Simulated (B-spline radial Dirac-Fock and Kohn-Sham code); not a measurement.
# Kohn-Sham estimates against Dirac-Fock for the levels of S⁷⁺

System: the S⁷⁺ ion, [He] 2s2 2p5.

The density-functional columns are spherical, spin-unpolarised Dirac-Kohn-Sham results without Breit or QED terms: −ε is minus the orbital energy of the initial state and ΔSCF the difference of two total energies. The reference in the last column comes from multi-electron Dirac-Fock with separately optimised hole states, Breit and Lamb-shift corrections added in first order. All numbers are from a radial B-spline solver, in eV; a selection of levels is shown.

| level | PBE −ε | PBE ΔSCF | LDA −ε | LDA ΔSCF | Dirac-Fock |
| --- | --- | --- | --- | --- | --- |
| 1s | 2576.8 | 2678.0 | 2567.8 | 2668.5 | 2662.0 |
| 2s | 359.9 | 383.4 | 358.8 | 382.3 | 389.0 |
| 2p | 307.5 | 333.3 | 307.3 | 333.1 | 330.7 |

Question: Order the estimates of the K (1s) level by their distance from the Dirac-Fock value, nearest first.
A. LDA ΔSCF
B. PBE −ε
C. LDA −ε
D. PBE ΔSCF

Answer: A (6.6 eV), D (16.0 eV), B (85.2 eV), C (94.2 eV).

Values without a named source are computed, but for edge energies of neutral atoms, which are taken from tables.
